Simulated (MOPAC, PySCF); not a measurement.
CH2S3, SMILES `C1SSS1`, neutral singlet in the gas phase. 

Z-matrix (Å, degrees):
```
C
H 1 1.0873
H 1 1.0891 2 111.30
S 1 1.8338 2 111.77 3 124.94
S 1 1.8338 2 111.77 3 -124.94
S 4 2.1311 1 83.79 2 145.27
```
Charge 0, spin multiplicity 1.

All levels are single points at this geometry (B3LYP-D3(BJ)/def2-TZVP); Pople sets use spherical d functions. Orbital energies aren't observables, and empty levels follow the basis.

```csv
level,HOMO (eV),LUMO (eV),gap (eV),dipole (D),"vertical IE, Delta-SCF (eV)"
PBE-D3(BJ)/def2-TZVP in PySCF,-4.87,-3.13,1.74,1.63,7.86
TPSSh-D3(BJ)/def2-TZVP in PySCF,-5.45,-2.63,2.82,1.71,8.03
B3LYP/6-311+G** in PySCF,-5.95,-2.56,3.39,1.72,–
B3LYP/6-31G* in PySCF,-5.83,-2.39,3.44,1.80,8.20
B3LYP/LANL2DZ in PySCF,-6.12,-2.67,3.45,2.11,–
BP86/6-31G* in PySCF,-4.97,-3.24,1.73,1.79,–
M06-2X/6-31G* in PySCF,-7.25,-1.31,5.93,1.82,–
PBE/6-31G* in PySCF,-4.87,-3.16,1.71,1.78,7.94
HF/3-21G in PySCF,-9.37,1.01,10.38,2.29,–
HF/6-31G* in PySCF,-8.90,1.44,10.34,1.97,8.02
HF/STO-3G in PySCF,-5.80,7.47,13.27,0.91,–
PM3 in MOPAC,-9.09,-3.07,6.02,1.97,–
PM7 in MOPAC,-8.68,-1.87,6.81,1.63,–
```
